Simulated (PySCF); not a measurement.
A set of runs on `[PH2][Ge]1([O]CC[O]1)[F]`; the geometry of each is named by its level. Settings lines and outputs come from a driver script.

Compound: C2H6FGeO2P.
SMILES with atom numbers: `[F:1][Ge:2]1([PH2:3])[O:4][CH2:5][CH2:6][O:7]1` (hydrogens: H8, H9 on P3; H10, H11 on C5; H12, H13 on C6)

Step 1: PBE0-D3(BJ)/def2-SVP geometry optimisation, gas phase (PySCF 2.14.0) (from the GFN2-xTB geometry)
```json
{"job": {"xc": "PBE0", "basis": "def2-SVP", "d3": "d3bj", "grid": 1, "kind": "geom"}, "charge": 0, "multiplicity": 1}
```
```
step   0  E = -2747.19029298  max force = 0.028634
step   1  E = -2747.19051509  max force = 0.040806
step   2  E = -2747.19522438  max force = 0.011725
step   3  E = -2747.19618479  max force = 0.004464
...
step   9  E = -2747.19667443  max force = 0.000831
step  10  E = -2747.19668188  max force = 0.000672
step  11  E = -2747.19669196  max force = 0.000487
step  12  E = -2747.19669634  max force = 0.000405
optimisation converged
```

Final energy -2747.19670 Eh after 12 steps; dipole 1.44 D. Energies in Eh; «max force» is the largest Cartesian gradient component in Eh/bohr.

Step 2: TDDFT B3LYP/def2-SVPD, vertical, gas phase, core orbitals frozen in the response (PySCF 2.14.0, density-fitted response routines) (on the PBE0-D3(BJ)/def2-SVP geometry)
```json
{"job": {"kind": "uv", "xc": "B3LYP", "basis": "def2-SVPD", "dynamic": true, "nstates": 6, "ntriplets": 0}, "charge": 0, "multiplicity": 1}
```
```
...
Static polarisability (au): isotropic 84.588, principal 71.193 74.963 107.609
Singlet excitations
state   eV       nm        f      main configurations
  1   5.8229    212.9   0.00140   H->L 0.98
  2   6.4233    193.0   0.00385   H->L+1 0.82, H-2->L 0.14
  3   6.5366    189.7   0.04923   H-2->L 0.51, H-1->L 0.34, H->L+1 0.12
  4   6.6111    187.5   0.13727   H-1->L 0.40, H-1->L+1 0.28, H-2->L 0.21
  5   6.6747    185.8   0.08192   H-1->L+1 0.67, H-1->L 0.13, H-2->L 0.10
  6   6.7967    182.4   0.00743   H->L+2 0.92
```

HOMO -7.84 eV, LUMO -1.05 eV; lowest singlet 5.82 eV; mean polarisability 84.6 au.

Step 3: core-valence-separated TDA BHandHLYP/aug-pcX-1 H:pcseg-1 Ge:def2-SVPD P:def2-SVPD, K edges, non-relativistic, gas phase (PySCF 2.14.0, density-fitted response routines) (on the PBE0-D3(BJ)/def2-SVP geometry)
```json
{"job": {"kind": "xas", "xc": "BHandHLYP", "basis": {"default": "aug-pcX-1", "H": "pcseg-1", "Ge": "def2-SVPD", "P": "def2-SVPD"}}, "charge": 0, "multiplicity": 1}
```
```
...
C K edge
   eV          f      from atoms
  286.571   0.02472   C5
  286.595   0.04292   C4
  287.122   0.01409   C5
  287.154   0.01169   C4
  287.515   0.02989   C5
  287.616   0.03268   C4
  287.983   0.00600   C4
  288.100   0.00599   C5
  288.432   0.00464   C4
  288.501   0.00173   C5
  288.565   0.00106   C4
  288.573   0.00184   C5
O K edge
   eV          f      from atoms
  531.756   0.01994   O6
  531.836   0.01913   O3
  533.496   0.00837   O6
  533.654   0.00825   O3
  533.756   0.00769   O3
  533.877   0.01993   O6
...
```

Lowest C 1s excitation 286.6 eV; lowest O 1s excitation 531.8 eV; lowest F 1s excitation 683.4 eV; the energies are raw, with no shift to experiment and no relativistic term. The log counts atoms from 0, this text from 1.

**Question.** Which step took the most CPU time, and about what did each take on one thread of an x86-64 server, on a shared host?

**Answer.** Step 1, about 63 % of the total. CPU time by step: 1: 2.6 min, 2: 48 s, 3: 41 s.

Geometry of the electronic-property runs (PBE0-D3(BJ)/def2-SVP):
```
atom  x, y, z in Å
F1     1.1971   -1.4214    1.2948
Ge2    0.8572   -0.3719   -0.0481
P3     2.7778    0.0218   -1.2334
O4    -0.5184   -1.0100   -0.9714
C5    -1.6841   -0.3876   -0.4575
C6    -1.3244    1.0364   -0.0213
O7    -0.0423    1.0238    0.5826
H8     3.3774    0.5988   -0.0707
H9     3.2658   -1.2850   -0.9246
H10   -2.4592   -0.3787   -1.2395
H11   -2.0709   -0.9648    0.4036
H12   -2.0588    1.4230    0.7032
H13   -1.3177    1.7130   -0.8966
```

One conformer stands for the species.
